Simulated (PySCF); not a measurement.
A structure optimised at B3LYP-D3(BJ)/def2-SVP, used in a PySCF frequency run:

```xyz
10

C     -1.1513     3.0685     0.0000
C     -0.4778     1.9501     0.0000
C      0.1972     0.8271     0.0000
Cl     1.9407     0.7890     0.0000
C     -0.4973    -0.5167     0.0000
F     -1.8287    -0.3350     0.0000
Cl    -0.0607    -1.4553     1.4680
Cl    -0.0607    -1.4553    -1.4680
H     -1.4462     3.5547     0.9372
H     -1.4462     3.5547    -0.9372
```
Charge 0, spin multiplicity 1.

### Question
Write its SMILES, formula and point group.

### Answer
C=C=C(Cl)C(F)(Cl)Cl, C4H2Cl3F, Cs

### Question
What are its rotational constants (standard atomic weights)?

### Answer
1.3410, 0.96225, 0.85230 GHz
